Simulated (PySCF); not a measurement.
Te(SMe)2 (C₂H₆S₂Te), SMILES CS[Te]SC. The structure is a stationary point at PBE-D3(BJ)/def2-SVP. The def2 effective core potentials stand for the cores of Te; spin–orbit coupling is left out. One conformer was computed; it need not be the lowest.

Computed equilibrium geometry at PBE-D3(BJ)/def2-SVP (PySCF confirms it by a frequency run) as a Z-matrix, and its point group (one conformer of several):
point group Cs.
```
Te
S 1 2.4299
C 2 1.8331 1 103.89
H 3 1.1065 2 111.58 1 53.10
H 3 1.1067 4 110.07 2 123.94
H 3 1.1091 4 109.07 5 119.40
S 1 2.4299 2 105.13 3 86.55
C 7 1.8331 1 103.89 2 -86.55
H 8 1.1065 7 111.58 1 -53.10
H 8 1.1067 9 110.07 7 -123.94
H 8 1.1091 9 109.07 10 -119.40
```
Charge 0, spin multiplicity 1.
